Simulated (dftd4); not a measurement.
BO (SMILES [B]=O), doublet, at a GFN2-xTB geometry; dftd4 4.2.0 with D4 for b3lyp.

The dftd4 input:
```
$ dftd4 mol.xyz --func b3lyp --charge 0 --json dftd4.json --noedisp

# file mol.xyz
2

B     -0.00000000    -0.00000000    -0.72919485
O      0.00000000     0.00000000     0.45574678
```

Problem. Write the output that dftd4 gives for this input, abridged.

Solution. 
```
                    ____  _____ _____     ____  _  _
      -------------|  _ \|  ___|_   _|---|  _ \| || |------------
     |             | | | | |_    | | ___ | | | | || |_           |
     |             | |_| |  _|   | ||___|| |_| |__   _|          |
     |             |____/|_|     |_|     |____/   |_|            |
     |             ===================================           |
     |            E. Caldeweyher, S. Ehlert & S. Grimme          |
     |          Mulliken Center for Theoretical Chemistry        |
     |                    University of Bonn                     |
      -----------------------------------------------------------

Rational (Becke-Johnson) damping: b3lyp-D4-ATM
---------------------
  s6         1.0000
  s8         2.0293
  s9         1.0000
  a1         0.4087
  a2         4.5381
 alp        16.0000
--------------------

Dispersion energy:      -7.9837191212398E-04 Eh

[Info] JSON dump of results written to 'dftd4.json'
```
